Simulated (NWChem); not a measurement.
System: Tl, doublet

The following NWChem deck was run.

```
start job
memory heap 200 mb stack 900 mb global 1100 mb
geometry units angstroms noautoz
  Tl     0.000000     0.000000     0.000000
end
basis spherical
  * library def2-svpd
end
ecp
  Tl library def2-ecp
end
dft
  odft
  mult 2
  xc xpbe96 cpbe96
  iterations 150
  mulliken
end
task dft gradient
```

Parts of the log:

```
             Northwest Computational Chemistry Package (NWChem) 7.3.0
             --------------------------------------------------------

                             Geometry "geometry" -> ""
                             -------------------------

 Output coordinates in angstroms (scale by  1.889725989 to convert to a.u.)

  No.       Tag          Charge          X              Y              Z
 ---- ---------------- ---------- -------------- -------------- --------------
    1 Tl                  81.0000     0.00000000     0.00000000     0.00000000

 Effective nuclear repulsion energy (a.u.)       0.0000000000

 Summary of "ao basis" -> "ao basis" (spherical)
 ------------------------------------------------------------------------------
       Tag                 Description            Shells   Functions and Types
 ---------------- ------------------------------  ------  ---------------------
 Tl                        def2-svpd                12       32   5s4p3d

            General Information
            -------------------
          SCF calculation type: DFT
          Wavefunction type:  spin polarized.
          No. of atoms     :     1
          No. of electrons :    21
           Alpha electrons :    11
            Beta electrons :    10
          Charge           :     0
          Spin multiplicity:     2
          Use of symmetry is: off; symmetry adaption is: off
          Maximum number of iterations: 150
          AO basis - number of functions:    32
                     number of shells:    12
          Convergence on energy requested:  1.00D-06
          Convergence on density requested:  1.00D-05
          Convergence on gradient requested:  5.00D-04

              XC Information
              --------------
          PerdewBurkeErnzerhof Exchange Functional  1.000
            Perdew 1991 LDA Correlation Functional  1.000 local
           PerdewBurkeErnz. Correlation Functional  1.000 non-local

             Grid Information
             ----------------
          Grid used for XC integration:  medium
          Radial quadrature: Mura-Knowles
          Angular quadrature: Lebedev.
          Tag              B.-S. Rad. Rad. Pts. Rad. Cut. Ang. Pts.
          ---              ---------- --------- --------- ---------
          Tl                  1.90      123          10.0       590
          Grid pruning is: on
          Number of quadrature shells:   123
          Spatial weights used:  Erf1

      Superposition of Atomic Density Guess
      -------------------------------------

 Sum of atomic energies:        -195.23708358

      Non-variational initial energy
      ------------------------------

 Total energy =    -171.415833
 1-e energy   =    -301.455974
 2-e energy   =     130.040141
 HOMO         =      -0.001114
 LUMO         =      -0.001114

     ---------------------------------------------
      Total Density - Mulliken Population Analysis
     ---------------------------------------------

    Atom       Charge   Shell Charges
 -----------   ------   -------------------------------------------------------
    1 Tl  21    21.00   2.90 -0.86  1.18  0.77  0.01  3.40  2.58  0.27  0.75  9.69  0.31  0.00

     --------------------------------------------
      Spin Density - Mulliken Population Analysis
     --------------------------------------------

    Atom       Charge   Shell Charges
 -----------   ------   -------------------------------------------------------
    1 Tl  21     1.00  -0.00  0.00  0.00  0.00 -0.00 -0.01  0.01  0.25  0.75  0.00 -0.00 -0.00

   convergence    iter        energy       DeltaE   RMS-Dens  Diis-err
 ---------------- ----- ----------------- --------- --------- ---------
 d= 0,ls=0.0,diis     1   -172.5147755873 -1.73D+02  1.54D-02  1.78D-02
                                                     1.33D-02  1.58D-02
 d= 0,ls=0.5,diis     2   -172.5299386919 -1.52D-02  1.11D-03  2.14D-04
                                                     1.05D-03  1.20D-04
 d= 0,ls=0.5,diis     3   -172.5300932281 -1.55D-04  2.45D-04  1.88D-05
                                                     2.40D-04  2.57D-05
 d= 0,ls=0.5,diis     4   -172.5301118990 -1.87D-05  1.14D-04  2.86D-06
                                                     1.08D-04  2.88D-06
 d= 0,ls=0.5,diis     5   -172.5301159028 -4.00D-06  5.40D-05  8.28D-07
                                                     5.29D-05  7.11D-07
  Resetting Diis
 d= 0,ls=0.5,diis     6   -172.5301170687 -1.17D-06  2.95D-05  2.79D-07
                                                     2.93D-05  2.14D-07
 d= 0,ls=0.5,diis     7   -172.5301174560 -3.87D-07  2.18D-05  1.03D-07
                                                     1.89D-05  6.98D-08
 d= 0,ls=0.5,diis     8   -172.5301176058 -1.50D-07  1.10D-05  2.95D-08
                                                     1.07D-05  2.14D-08
 d= 0,ls=0.5,diis     9   -172.5301176485 -4.26D-08  6.54D-06  1.19D-08
                                                     6.24D-06  6.98D-09

         Total DFT energy =     -172.530117663167
      One electron energy =     -301.420961482612
           Coulomb energy =      143.840592943869
    Exchange-Corr. energy =      -14.949749124424
 Nuclear repulsion energy =        0.000000000000

 Numeric. integr. density =       21.000000000018

                    DFT Final Alpha Molecular Orbital Analysis
                    ------------------------------------------

 Vector    9  Occ=1.000000D+00  E=-5.642416D-01
              MO Center= -2.1D-14, -1.0D-14,  1.7D-16, r^2= 6.5D-01
   Bfn.  Coefficient  Atom+Function         Bfn.  Coefficient  Atom+Function
  ----- ------------  ---------------      ----- ------------  ---------------
    20      0.715763  1 Tl d  0              21     -0.580271  1 Tl d  1
    19     -0.221072  1 Tl d -1              22      0.104329  1 Tl d  2
    18     -0.092992  1 Tl d -2              25      0.072237  1 Tl d  0
    26     -0.058563  1 Tl d  1               3     -0.037843  1 Tl s

 Vector   10  Occ=1.000000D+00  E=-3.528663D-01
              MO Center= -1.1D-12, -8.9D-13,  1.0D-12, r^2= 2.0D+00
   Bfn.  Coefficient  Atom+Function         Bfn.  Coefficient  Atom+Function
  ----- ------------  ---------------      ----- ------------  ---------------
     3      0.883046  1 Tl s                  1     -0.578453  1 Tl s
     4      0.329976  1 Tl s                  2     -0.089121  1 Tl s

 Vector   11  Occ=1.000000D+00  E=-9.663797D-02
              MO Center=  1.1D-14, -4.9D-12,  1.4D-11, r^2= 4.6D+00
   Bfn.  Coefficient  Atom+Function         Bfn.  Coefficient  Atom+Function
  ----- ------------  ---------------      ----- ------------  ---------------
    17      0.560335  1 Tl pz                14      0.484418  1 Tl pz
    15      0.235700  1 Tl px                12      0.203766  1 Tl px
    11     -0.149120  1 Tl pz                 8     -0.147271  1 Tl pz
    16     -0.089797  1 Tl py                13     -0.077631  1 Tl py
     9     -0.062726  1 Tl px                 6     -0.061948  1 Tl px

 Vector   12  Occ=0.000000D+00  E=-9.137076D-02
              MO Center= -1.4D-12, -1.2D-12,  1.2D-12, r^2= 4.4D+00
   Bfn.  Coefficient  Atom+Function         Bfn.  Coefficient  Atom+Function
  ----- ------------  ---------------      ----- ------------  ---------------
    16      0.551039  1 Tl py                13      0.520175  1 Tl py
    10     -0.157056  1 Tl py                 7     -0.154784  1 Tl py
    17      0.151399  1 Tl pz                15     -0.149990  1 Tl px
    14      0.142919  1 Tl pz                12     -0.141589  1 Tl px
    11     -0.043151  1 Tl pz                 9      0.042750  1 Tl px

 Vector   13  Occ=0.000000D+00  E=-9.137067D-02
              MO Center= -1.8D-12, -1.2D-12,  1.3D-12, r^2= 4.4D+00
   Bfn.  Coefficient  Atom+Function         Bfn.  Coefficient  Atom+Function
  ----- ------------  ---------------      ----- ------------  ---------------
    15      0.524603  1 Tl px                12      0.495221  1 Tl px
    16      0.194844  1 Tl py                17     -0.189444  1 Tl pz
    13      0.183931  1 Tl py                14     -0.178834  1 Tl pz
     9     -0.149522  1 Tl px                 6     -0.147358  1 Tl px
    10     -0.055534  1 Tl py                 7     -0.054731  1 Tl py

 Vector   14  Occ=0.000000D+00  E=-7.239017D-03
              MO Center= -6.3D-12, -1.7D-13, -7.8D-12, r^2= 1.4D+01
   Bfn.  Coefficient  Atom+Function         Bfn.  Coefficient  Atom+Function
  ----- ------------  ---------------      ----- ------------  ---------------
     5      1.668826  1 Tl s                  4     -0.982423  1 Tl s
     3     -0.295095  1 Tl s                  1      0.189085  1 Tl s
    30      0.064431  1 Tl d  0              31     -0.052236  1 Tl d  1
     2      0.039704  1 Tl s

                     DFT Final Beta Molecular Orbital Analysis
                     -----------------------------------------

 Vector    8  Occ=1.000000D+00  E=-5.632942D-01
              MO Center= -1.8D-14,  3.1D-16, -1.8D-14, r^2= 6.4D-01
   Bfn.  Coefficient  Atom+Function         Bfn.  Coefficient  Atom+Function
  ----- ------------  ---------------      ----- ------------  ---------------
    21      0.664662  1 Tl d  1              20      0.499143  1 Tl d  0
    22     -0.372968  1 Tl d  2              19     -0.310722  1 Tl d -1
    26      0.059943  1 Tl d  1              25      0.045015  1 Tl d  0
    27     -0.033636  1 Tl d  2              24     -0.028023  1 Tl d -1

 Vector    9  Occ=1.000000D+00  E=-5.595677D-01
              MO Center= -4.7D-14, -8.9D-15, -3.6D-14, r^2= 6.4D-01
   Bfn.  Coefficient  Atom+Function         Bfn.  Coefficient  Atom+Function
  ----- ------------  ---------------      ----- ------------  ---------------
    20      0.718621  1 Tl d  0              21     -0.582588  1 Tl d  1
    19     -0.221954  1 Tl d -1              22      0.104745  1 Tl d  2
    18     -0.093363  1 Tl d -2              25      0.064320  1 Tl d  0
     3     -0.061179  1 Tl s                 26     -0.052144  1 Tl d  1
     1      0.036200  1 Tl s

 Vector   10  Occ=1.000000D+00  E=-3.364962D-01
              MO Center= -9.8D-13, -2.0D-13, -7.0D-13, r^2= 2.0D+00
   Bfn.  Coefficient  Atom+Function         Bfn.  Coefficient  Atom+Function
  ----- ------------  ---------------      ----- ------------  ---------------
     3      0.907406  1 Tl s                  1     -0.583123  1 Tl s
     4      0.302487  1 Tl s                  2     -0.090958  1 Tl s
    20      0.045503  1 Tl d  0              21     -0.036889  1 Tl d  1

 Vector   11  Occ=0.000000D+00  E=-7.915455D-02
              MO Center= -1.5D-12, -8.5D-13,  1.0D-13, r^2= 4.4D+00
   Bfn.  Coefficient  Atom+Function         Bfn.  Coefficient  Atom+Function
  ----- ------------  ---------------      ----- ------------  ---------------
    16      0.556065  1 Tl py                13      0.548551  1 Tl py
    10     -0.163938  1 Tl py                 7     -0.161346  1 Tl py
    17      0.129239  1 Tl pz                14      0.127493  1 Tl pz
    15     -0.095395  1 Tl px                12     -0.094106  1 Tl px
    11     -0.038102  1 Tl pz                 8     -0.037500  1 Tl pz

 Vector   12  Occ=0.000000D+00  E=-7.915455D-02
              MO Center= -1.8D-12, -8.3D-13,  2.4D-13, r^2= 4.4D+00
   Bfn.  Coefficient  Atom+Function         Bfn.  Coefficient  Atom+Function
  ----- ------------  ---------------      ----- ------------  ---------------
    15      0.525948  1 Tl px                12      0.518841  1 Tl px
    17     -0.199351  1 Tl pz                14     -0.196657  1 Tl pz
     9     -0.155059  1 Tl px                 6     -0.152608  1 Tl px
    16      0.136561  1 Tl py                13      0.134716  1 Tl py
    11      0.058772  1 Tl pz                 8      0.057843  1 Tl pz

 Vector   13  Occ=0.000000D+00  E=-5.707790D-02
              MO Center= -2.0D-12, -8.4D-13, -2.7D-13, r^2= 4.6D+00
   Bfn.  Coefficient  Atom+Function         Bfn.  Coefficient  Atom+Function
  ----- ------------  ---------------      ----- ------------  ---------------
    17      0.562384  1 Tl pz                14      0.482000  1 Tl pz
    15      0.236562  1 Tl px                12      0.202749  1 Tl px
    11     -0.148797  1 Tl pz                 8     -0.146158  1 Tl pz
    16     -0.090125  1 Tl py                13     -0.077243  1 Tl py
     9     -0.062590  1 Tl px                 6     -0.061480  1 Tl px

     ---------------------------------------------
      Total Density - Mulliken Population Analysis
     ---------------------------------------------

    Atom       Charge   Shell Charges
 -----------   ------   -------------------------------------------------------
    1 Tl  21    21.00   2.92 -0.86  1.36  0.56  0.02  3.40  2.61  0.42  0.57  9.57  0.43 -0.00

     --------------------------------------------
      Spin Density - Mulliken Population Analysis
     --------------------------------------------

    Atom       Charge   Shell Charges
 -----------   ------   -------------------------------------------------------
    1 Tl  21     1.00  -0.00 -0.00 -0.02  0.03 -0.00 -0.02  0.02  0.43  0.57 -0.02  0.02 -0.00

     -------------------------------------------
      Total Density - Lowdin Population Analysis
     -------------------------------------------

    Atom       Charge   Shell Charges
 -----------   ------   -------------------------------------------------------
    1 Tl  21    21.00   1.48  0.49  1.11  0.73  0.18  3.13  2.68  0.62  0.57  9.20  0.80  0.01

     ------------------------------------------
      Spin Density - Lowdin Population Analysis
     ------------------------------------------

    Atom       Charge   Shell Charges
 -----------   ------   -------------------------------------------------------
    1 Tl  21     1.00  -0.00 -0.00 -0.01  0.01  0.00  0.00  0.03  0.41  0.57 -0.02  0.02  0.00

   alpha - beta orbital overlaps
   -----------------------------

   alpha      1      2      3      4      5      6      7      8      9     10
    beta      1      2      3      4      5      6      7      8      9     10
 overlap   1.000  1.000  1.000  1.000  1.000  1.000  1.000  1.000  1.000  0.999

   alpha     11     12     13     14     15     16     17     18     19     20
    beta     13     11     12     14     17     18     19     16     15     22
 overlap   1.000  0.995  0.995  0.982  0.974  0.974  0.982  0.984  0.984  1.000

   alpha     21     22     23     24     25     26     27     28     29     30
    beta     21     20     23     26     27     28     25     24     29     30
 overlap   0.999  0.999  0.995  1.000  1.000  0.995  0.981  0.981  1.000  1.000

   alpha     31     32
    beta     31     32
 overlap   1.000  1.000

     --------------------------
     Expectation value of S2:
     --------------------------
      <S2> =      0.7512 (Exact =     0.7500)

            General Information
            -------------------
          SCF calculation type: DFT
          Wavefunction type:  spin polarized.
          No. of atoms     :     1
          No. of electrons :    21
           Alpha electrons :    11
            Beta electrons :    10
          Charge           :     0
          Spin multiplicity:     2
          Use of symmetry is: off; symmetry adaption is: off
          Maximum number of iterations: 150
          AO basis - number of functions:    32
                     number of shells:    12
          Convergence on energy requested:  1.00D-06
          Convergence on density requested:  1.00D-05
          Convergence on gradient requested:  5.00D-04

[...]

                         DFT ENERGY GRADIENTS

    atom               coordinates                        gradient
                 x          y          z           x          y          z
   1 Tl      0.000000   0.000000   0.000000    0.000000  -0.000000   0.000000
```

Level: PBE/def2-SVPD with def2 effective core potentials on Tl, spin-unrestricted. The open p shell is one determinant without spherical averaging. No stability test was run on the SCF state. def2 effective core potentials on Tl; no spin-orbit coupling.
